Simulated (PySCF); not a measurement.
Correlation energy of O (oxygen, neutral)

[He] 2s1 2p5, high-spin 3P determinant (an excited configuration). Computed with PySCF 2.14 in aug-cc-pVQZ-DK (6s5p4d3f2g, 80 functions), with the spin-free X2C one-electron Hamiltonian (Gaussian nucleus). Frozen: 1s2; 6 electrons correlated.

```
  level  correlation energy (mhartree)
   CCSD                        -219.89
    (T)                         -16.11
CCSD(T)                        -236.00
```

Diagnostics: T1 = 0.023, D1 = 0.0581, largest double amplitude 0.199.

Q: Is a single reference adequate?

A: Not fully. A double-excitation amplitude exceeds 0.15, a sign of near-degeneracy.
